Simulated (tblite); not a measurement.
Species: C₅H₇FOSi.
Structure used (GFN2-xTB), in Å, numbered top down from 1:
```xyz
15
C5H7FOSi angstrom
C      2.738    0.105   -0.434
C      1.556   -0.209    0.069
Si     0.041   -0.575   -0.988
C     -1.445   -0.902    0.169
F     -1.912   -2.152    0.227
C     -2.027    0.047    0.917
C     -1.472    1.369    0.793
O     -0.535    1.628    0.062
H      2.898    0.176   -1.497
H      3.598    0.308    0.185
H      1.452   -0.257    1.147
H      0.227   -1.911   -1.593
H     -0.319    0.351   -2.055
H     -2.863   -0.131    1.576
H     -1.940    2.160    1.399
```

Level: GFN2-xTB in tblite, geometry and Hessian alike; calculated harmonic values, unscaled, isolated species. Errors from tens to a few hundred cm⁻¹ against measured bands are possible. Modes of hydrogen on silicon can be 10 to 20 % off. One conformer, not necessarily the lowest.

Harmonic wavenumbers (cm⁻¹): 31.4, 86.1, 98.0, 159.1, 180.2, 266.0, 288.1, 313.7, 369.7, 422.5, 467.5, 545.5, 588.2, 614.3, 713.3, 734.5, 758.4, 837.0, 851.1, 917.3, 934.0, 1010.9, 1023.0, 1047.6, 1197.3, 1263.0, 1271.4, 1357.7, 1418.7, 1576.1, 1670.7, 1691.5, 2151.6, 2307.4, 2836.5, 3023.1, 3074.9, 3085.9, 3110.5.

A = 2375, B = 1352, C = 980.6 MHz; mass 130.025 u (most abundant isotopes); point group C1, symmetry number 1.

Zero-point energy?

½Σν̃ = 22147 cm⁻¹ = 264.94 kJ/mol.

Give the ideal-gas entropy at 298.15 K and 1 bar in the rigid-rotor, harmonic-oscillator model (classical rotation).

Translation 169.56, rotation 121.39, vibration 118.38: S = 409.3 J/(mol K).

And Cp and H(298.15 K) − H(0)?

Cp = 152.72 J/(mol K), of which vibrations give 119.46 (their classical limit is 39 R = 324.3); H(298.15 K) − H(0) = 28.25 kJ/mol without the zero-point energy, 18.33 from vibrations.

Which modes carry the vibrational entropy at 298.15 K?

31.4 cm⁻¹: 24.01; 86.1 cm⁻¹: 15.68; 98.0 cm⁻¹: 14.62; 159.1 cm⁻¹: 10.71; 180.2 cm⁻¹: 9.73; 266.0 cm⁻¹: 6.79 J/(mol K); the other 33 give 36.84 together.

What must be added to the electronic energy to get the Gibbs energy at 298.15 K and 1 bar?

ZPE + [H(298.15 K) − H(0)] − T·S = 264.94 + 28.25 − 122.04 = 171.15 kJ/mol.

Blend soft modes into free rotors: weight 1/[1 + (100 cm⁻¹/ν̃)⁴] for the oscillator and the rest for a rotor with moment μB/(μ + B), μ = h/(8π²ν), B = 10⁻⁴⁴ kg m². What vibrational entropy results?

107.82 J/(mol K) in place of 118.38, which changes −T·S at 298.15 K by +3.15 kJ/mol.

Hindered rotation and anharmonicity are outside this model. Other conformers, if any are populated, would add a mixing term that is left out. The structure is chiral; the term R ln 2 for an equal mix with its mirror image is left out.

Hardware: one thread of an Arm Neoverse N1, shared host with 64 logical CPUs at a one-minute load of 60. Cost: 0.83 s of wall time. This covers the Hessian and the dipole derivatives.
